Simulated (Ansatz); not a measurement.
An input meant for the cluster Sn₄Ge⁻ (charge -1, doublet; scaled by 0.96).

```yaml
crystal:
  periodic: [false, false, false]
  atoms:
    - {symbol: Ge, position_ang: [0.721659, 1.199501, -0.190951]}
    - {symbol: Sn, position_ang: [-1.747832, 1.310678, 0.341864]}
    - {symbol: Sn, position_ang: [-0.125401, -0.704614, 1.612734]}
    - {symbol: Sn, position_ang: [-0.773845, -0.790045, -1.374811]}
    - {symbol: Sn, position_ang: [1.925418, -1.015520, -0.388836]}
basis:
  gaussian: {orbitals: def2-SVPD}
total_charge: -4
hamiltonian: {xc: {name: LC-wPBE}}
accuracy: high
scf: {lower_state_search: off}
output: {forces: true}
```

```sh
$ ansatz run in.yaml --threads 4 --pin off --events-out ev --progress --plain --max-ram 4787MiB
```

Output, abridged:

```
Functional definition: LC-wPBE
3700 factors; integrals over basis functions are off by at most 4.1e-9 eV
1074 factors; integrals over basis functions are off by at most 2.3e-9 eV
mean field evaluation 1: about -79770.0798 eV, gradient 1.1e2 eV
mean field evaluation 2: about -79722.4592 eV, gradient 1.7e2 eV
mean field evaluation 4: about -79817.6153 eV, gradient 1.5e1 eV
mean field evaluation 8: about -79818.2304 eV, gradient 7.1e-1 eV
mean field evaluation 16: about -79818.2770 eV, gradient 1.3e-1 eV
mean field evaluation 32: about -79818.2867 eV, gradient 6.5e-3 eV
mean field evaluation 64: about -79818.6293 eV, gradient 7.9e-8 eV
mean field -79818.62929963 eV, -2933.2805237515 hartree, gradient 9.4e-8 eV, S^2 0.000000; 0 other end points of the search recorded, 0 dependent functions left out
reference -79818.62929963 eV, -2933.2805237515 hartree; 62, 62 occupied and 104, 104 virtual orbitals, 3700 factors
Total energy: -79818.62929963 eV, -2933.2805237515 hartree
Atom 0 at     0.721659     1.199501    -0.190951 Å, force     1.113847     1.851693    -0.294711 eV/Å
Atom 1 at    -1.747832     1.310678     0.341864 Å, force    -0.871394     0.136572     0.185293 eV/Å
Atom 2 at    -0.125401    -0.704614     1.612734 Å, force    -0.153138    -0.595643     1.126262 eV/Å
Atom 3 at    -0.773845    -0.790045    -1.374811 Å, force    -0.598770    -0.654490    -0.927353 eV/Å
Atom 4 at     1.925418    -1.015520    -0.388836 Å, force     0.509455    -0.738132    -0.089492 eV/Å
Dipole moment:     0.377366     0.627258    -0.099893 e Å
Checks for a lower state left out: stability, starts, cluster_reference, orbital_swaps, neighbouring_geometries, increment
```

In this input the charge is far from what the species holds (-4 typed, -1 meant). The calculation finished and met its thresholds. The result belongs to that input, not to the species as meant.

In the def2 sets Sn takes a core potential; there is no spin–orbit coupling. LC-ωPBE has ω = 0.4 bohr⁻¹. A multiply charged anion in the gas phase is held together partly by the finite basis.
